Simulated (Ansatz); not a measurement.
Breaking the Ga1–Cl2 bond in GaCl (multiplicity 1 held). Energies count from the point at 2.239 Å.


```
level                                    energy at R = 8.956 Å (eV)  cost
---------------------------------------  --------------------------  ----
R-HF/def2-SVP                                                 6.012     -
U-HF/def2-SVP                                                 3.604     -
R-MP2/def2-SVP                                                5.731     -
U-MP2/def2-SVP                                                4.608     -
R-SCS-MP2/def2-SVP                                            5.546     -
U-SCS-MP2/def2-SVP                                            4.488     -
U-CCSD/def2-SVP                                               4.386     -
U-CCSD(T)/def2-SVP                                            4.470     -
CASSCF(10,8)/def2-SVP                                         4.253     -
SC-NEVPT2 on CASSCF(10,8)/def2-SVP                            4.589     -
FIC-NEVPT4(SD) on CASSCF(10,8)/def2-SVP                       4.458    ×1
FIC-MRCISD on CASSCF(10,8)/def2-SVP                           4.452     -
FIC-MRCISD+Q on CASSCF(10,8)/def2-SVP                         4.452    ×1
```

The rows run from 3.604 (U-HF/def2-SVP) to 6.012 eV (R-HF/def2-SVP). In def2-SVP the value moves U-HF 3.604, U-MP2 4.608, U-CCSD 4.386, U-CCSD(T) 4.470, a shift of 0.865 from U-HF to U-CCSD(T).

R- and RO- levels are restricted; in cc, def2 and unpolarised 6-31G sets they are followed outwards from rest. U- levels take the lowest unrestricted solution at each point, which mixes spins at long bonds. Active spaces are followed from rest. Levels need not reach the same state.

Cores are frozen in the correlated methods. Filled d and f shells under p-block atoms count as core.

Doubts at one or more of the structures used: a restricted determinant that unrestricted orbitals would lower (R-HF/def2-SVP, R-MP2/def2-SVP, R-SCS-MP2/def2-SVP); a spin-contaminated determinant (U-HF/def2-SVP, U-MP2/def2-SVP, U-SCS-MP2/def2-SVP, U-CCSD/def2-SVP, U-CCSD(T)/def2-SVP); the program's own flag: lower state (U-CCSD/def2-SVP, U-CCSD(T)/def2-SVP).

Programs: Ansatz (Gaussian basis) for Hartree–Fock, density functionals and correlated methods. Values without a source in brackets are computed.

Costs are rough ratios of core time to FIC-NEVPT4(SD) on CASSCF(10,8)/def2-SVP (about 7 s over the structures, on one shared machine); a dash marks a level with no comparable run of its own.

Ansatz is a quantum-chemistry and plane-wave program.
